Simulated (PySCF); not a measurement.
Hexachlorodisilane, SMILES Cl[Si](Cl)([Si](Cl)(Cl)Cl)Cl (Cl6Si2), singlet, PBE0/def2-SVP optimised geometry.

```
8

Cl     1.36    -0.97     0.00
Si    -0.68    -0.97     0.00
Cl    -1.36     0.97     0.00
Cl    -1.36    -1.93     1.68
Si    -1.47    -2.07    -1.90
Cl    -0.79    -1.11    -3.58
Cl    -0.78    -4.00    -1.90
Cl    -3.51    -2.08    -1.90
```

Density from PBE0/def2-TZVP (PySCF) at that geometry.

Minimum of the electron density along straight lines between bonded atoms, close to the bond critical point (lines longer than 1.1 times the sum of covalent radii, or with two minima, are not listed):

```json
[
 {"bond": "Cl1–Si2", "length / Å": "2.049", "ρ at the minimum / e bohr⁻³": "0.102", "∇²ρ there / e bohr⁻⁵": "0.22", "position (fraction from the first atom)": "0.64"},
 {"bond": "Si2–Cl3", "length / Å": "2.049", "ρ at the minimum / e bohr⁻³": "0.102", "∇²ρ there / e bohr⁻⁵": "0.22", "position (fraction from the first atom)": "0.36"},
 {"bond": "Si2–Cl4", "length / Å": "2.049", "ρ at the minimum / e bohr⁻³": "0.102", "∇²ρ there / e bohr⁻⁵": "0.22", "position (fraction from the first atom)": "0.36"},
 {"bond": "Si2–Si5", "length / Å": "2.332", "ρ at the minimum / e bohr⁻³": "0.102", "∇²ρ there / e bohr⁻⁵": "-0.19", "position (fraction from the first atom)": "0.50"},
 {"bond": "Si5–Cl6", "length / Å": "2.049", "ρ at the minimum / e bohr⁻³": "0.102", "∇²ρ there / e bohr⁻⁵": "0.22", "position (fraction from the first atom)": "0.36"},
 {"bond": "Si5–Cl7", "length / Å": "2.049", "ρ at the minimum / e bohr⁻³": "0.102", "∇²ρ there / e bohr⁻⁵": "0.22", "position (fraction from the first atom)": "0.36"},
 {"bond": "Si5–Cl8", "length / Å": "2.049", "ρ at the minimum / e bohr⁻³": "0.102", "∇²ρ there / e bohr⁻⁵": "0.22", "position (fraction from the first atom)": "0.36"}
]
```
